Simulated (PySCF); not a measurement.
# UHF on Ge (germanium, neutral)

Configuration: [Ar] 3d10 4s1 4p2 4d1, one real determinant (an excited configuration). Calculation: PySCF 2.14, in aug-cc-pVDZ-DK; scalar relativity by spin-free X2C-1e.

```json
{
 "Total energy": "-2096.523299 hartree",
 "One-electron energy": "-2917.1003 hartree",
 "Hartree (Coulomb) energy": "899.1546 hartree",
 "Exchange energy": "-78.5776 hartree",
 "⟨S²⟩": "6.0014",
 "⟨L²⟩": "8.000",
 "Sum of ⟨r⟩": "25.59 bohr",
 "Sum of ⟨r²⟩": "52.16 bohr²",
 "Traceless quadrupole moment −½Σ⟨3z² − r²⟩ along its main axis": "-2.10 e·bohr²",
 "Langevin diamagnetic susceptibility": "-41.3 ×10⁻⁶ cm³/mol"
}
```

```json
{"shell": "1s α", "electrons": "1", "mean orbital energy (hartree)": "-410.98482", "spread (hartree)": "0", "rms radius, mean of both spins (bohr)": "0.0542"}
{"shell": "1s β", "electrons": "1", "mean orbital energy (hartree)": "-410.97412", "spread (hartree)": "0", "rms radius, mean of both spins (bohr)": "0.0542"}
{"shell": "2s α", "electrons": "1", "mean orbital energy (hartree)": "-53.60345", "spread (hartree)": "0", "rms radius, mean of both spins (bohr)": "0.227"}
{"shell": "2s β", "electrons": "1", "mean orbital energy (hartree)": "-53.59324", "spread (hartree)": "0", "rms radius, mean of both spins (bohr)": "0.227"}
{"shell": "2p α", "electrons": "3", "mean orbital energy (hartree)": "-46.69965", "spread (hartree)": "0.00168", "rms radius, mean of both spins (bohr)": "0.203"}
{"shell": "2p β", "electrons": "3", "mean orbital energy (hartree)": "-46.69156", "spread (hartree)": "0.00459", "rms radius, mean of both spins (bohr)": "0.203"}
{"shell": "3s α", "electrons": "1", "mean orbital energy (hartree)": "-7.57989", "spread (hartree)": "0", "rms radius, mean of both spins (bohr)": "0.668"}
{"shell": "3s β", "electrons": "1", "mean orbital energy (hartree)": "-7.54999", "spread (hartree)": "0", "rms radius, mean of both spins (bohr)": "0.668"}
{"shell": "3p α", "electrons": "3", "mean orbital energy (hartree)": "-5.38613", "spread (hartree)": "0.00034", "rms radius, mean of both spins (bohr)": "0.700"}
{"shell": "3p β", "electrons": "3", "mean orbital energy (hartree)": "-5.36501", "spread (hartree)": "0.01494", "rms radius, mean of both spins (bohr)": "0.700"}
{"shell": "3d α", "electrons": "5", "mean orbital energy (hartree)": "-1.76762", "spread (hartree)": "0.01450", "rms radius, mean of both spins (bohr)": "0.813"}
{"shell": "3d β", "electrons": "5", "mean orbital energy (hartree)": "-1.75161", "spread (hartree)": "0.01617", "rms radius, mean of both spins (bohr)": "0.813"}
{"shell": "4s α", "electrons": "1", "mean orbital energy (hartree)": "-0.79638", "spread (hartree)": "0", "rms radius, mean of both spins (bohr)": "2.24"}
{"shell": "4p α", "electrons": "2", "mean orbital energy (hartree)": "-0.41068", "spread (hartree)": "0", "rms radius, mean of both spins (bohr)": "2.78"}
{"shell": "4d α", "electrons": "1", "mean orbital energy (hartree)": "-0.01988", "spread (hartree)": "0", "rms radius, mean of both spins (bohr)": "4.56"}
```

⟨L²⟩ = 8.00 against 12 for a pure F term, so this real determinant mixes terms. The outer electron is Rydberg-like, and this basis confines it to a smaller radius and binds it less than a complete one would.

Densities and radii are taken from the X2C orbitals without a picture-change correction, which distorts them close to the nucleus.

Spin-orbit constants ζ (cm⁻¹) from the X2C one-electron operator on these orbitals: bare nucleus, nucleus screened by l(l+1)(2l+1)/3 electrons, and screened by the Breit-Pauli mean field of the electrons.

```json
{"shell": "2p", "bare": "177300", "screened nucleus": "166300", "mean field": "161200"}
{"shell": "3p", "bare": "23550", "screened nucleus": "22070", "mean field": "21260"}
{"shell": "3d", "bare": "2582", "screened nucleus": "1775", "mean field": "1631"}
{"shell": "4p", "bare": "1192", "screened nucleus": "1117", "mean field": "1067"}
{"shell": "4d", "bare": "25.26", "screened nucleus": "17.36", "mean field": "13.82"}
```

To first order the Landé constant is A = 91.23 cm⁻¹, so the lowest level has J = 1 and lies 0.0905 eV below the centre of the term. This holds in LS coupling only.
